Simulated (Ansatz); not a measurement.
Reaction (cleavage of the Ge–Si bond): `CO[SiH](C)[GeH3]` + `BC(=C)O` → `BC(=C)[O][GeH3]` + `CO[SiH2]C`

Isolated molecules relaxed with PBE0-D4/def2-TZVP in Ansatz; ΔE leaves out vibrations. CBS: MP2 limit from def2 TZ/QZ plus the TZ coupled-cluster correction, frozen cores. DFT in def2-TZVPP. For Ge outer-core shells are correlated without core-valence functions, which leaves a few kJ/mol of doubt a bond. Scalar relativity is left out up to krypton. One conformer a species, not always the lowest.

```
             level  ΔE (kJ/mol)  difference from CCSD(T)/CBS
            PBE-D4         14.2                         16.4
           PBE0-D4         10.4                         12.6
           ωB97X-V         -5.0                         -2.8
           ωB97M-V         -3.4                         -1.2
            B2PLYP         -8.1                         -5.9
               PBE         14.0                         16.2
   CCSD/def2-TZVPP         -7.7                         -5.5
CCSD(T)/def2-TZVPP         -7.0                         -4.8
SCS-MP2/def2-QZVPP        -15.4                        -13.2
    CCSD/CBS(def2)         -2.9                         -0.7
       CCSD(T)/CBS         -2.2                            0
```

Largest T1 diagnostic among the species: 0.013.

From PBE to PBE0 (25 % exact exchange), in def2-TZVPP and without D4, ΔE moves by −3.9 kJ/mol. In def2-TZVPP, CCSD(T) changes the Hartree–Fock value by +16.7 kJ/mol (the triples alone add +0.7 kJ/mol) and MP2 by +12.0 kJ/mol.
